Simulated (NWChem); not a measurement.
System meant: C₄H₉Se, doublet; SMILES C[CH][Se]CC

The following NWChem deck was run.

```
start job
memory heap 200 mb stack 900 mb global 1100 mb
geometry units angstroms noautoz
  C      0.761467     2.581758    -0.077518
  C      0.766015     1.149092     0.317112
  Se    -0.678708     0.053142    -0.110947
  C      0.069202    -1.650668     0.487540
  C      1.189380    -2.176229    -0.387561
  H      1.791328     2.968250    -0.151244
  H      0.277853     2.736218    -1.055737
  H      0.231520     3.229041     0.649854
  H      1.428515     0.796645     1.114907
  H     -0.790606    -2.337681     0.505557
  H      0.392314    -1.510186     1.530562
  H      2.030762    -1.468125    -0.423919
  H      1.568281    -3.134642     0.004474
  H      0.846235    -2.340106    -1.419902
end
basis spherical
  * library def2-svp
end
dft
  odft
  mult 3
  xc xpbe96 cpbe96
  iterations 150
  mulliken
end
task dft energy
```

End of the output:

```
 Summary of "ao basis" -> "" (spherical)
 ------------------------------------------------------------------------------
       Tag                 Description            Shells   Functions and Types
 ---------------- ------------------------------  ------  ---------------------
 *                          def2-svp                  on all atoms

  pbe96 is a nonlocal functional; adding pw91lda local functional.

                                 NWChem DFT Module
                                 -----------------

 Summary of "ao basis" -> "ao basis" (spherical)
 ------------------------------------------------------------------------------
       Tag                 Description            Shells   Functions and Types
 ---------------- ------------------------------  ------  ---------------------
 C                          def2-svp                 6       14   3s2p1d
 Se                         def2-svp                12       32   5s4p3d
 H                          def2-svp                 3        5   2s1p

 Summary of "ao basis" -> "ao basis" (spherical)
 ------------------------------------------------------------------------------
       Tag                 Description            Shells   Functions and Types
 ---------------- ------------------------------  ------  ---------------------
 C                          def2-svp                 6       14   3s2p1d
 Se                         def2-svp                12       32   5s4p3d
 H                          def2-svp                 3        5   2s1p

  number of electrons :                   67
  multiplicity        :                    3
 ------------------------------------------------------------------------
  no. of electrons and multiplicity not compatible                  67
 ------------------------------------------------------------------------
 ------------------------------------------------------------------------
  current input line :
    29: task dft energy
 ------------------------------------------------------------------------
 ------------------------------------------------------------------------
 There is an error in the input file
 ------------------------------------------------------------------------
 For more information see the NWChem manual at https://nwchemgit.github.io

0: no. of electrons and multiplicity not compatible:Received an Error in Communication
```

Problem. Can this run be used? If not, why, and what is the fix?

Solution. The input was rejected before any calculation. Cause: the multiplicity doesn't fit the number of electrons (an even count wants an odd multiplicity, and the reverse). This input runs:
```
start job
memory heap 200 mb stack 900 mb global 1100 mb
geometry units angstroms noautoz
  C      0.761467     2.581758    -0.077518
  C      0.766015     1.149092     0.317112
  Se    -0.678708     0.053142    -0.110947
  C      0.069202    -1.650668     0.487540
  C      1.189380    -2.176229    -0.387561
  H      1.791328     2.968250    -0.151244
  H      0.277853     2.736218    -1.055737
  H      0.231520     3.229041     0.649854
  H      1.428515     0.796645     1.114907
  H     -0.790606    -2.337681     0.505557
  H      0.392314    -1.510186     1.530562
  H      2.030762    -1.468125    -0.423919
  H      1.568281    -3.134642     0.004474
  H      0.846235    -2.340106    -1.419902
end
basis spherical
  C library def2-svp
  Se library def2-svp
  H library def2-svp
end
dft
  odft
  mult 2
  xc xpbe96 cpbe96
  iterations 150
  mulliken
end
task dft energy
```
It converges to -2558.34459 Ha (PBE/def2-SVP, spin-unrestricted).
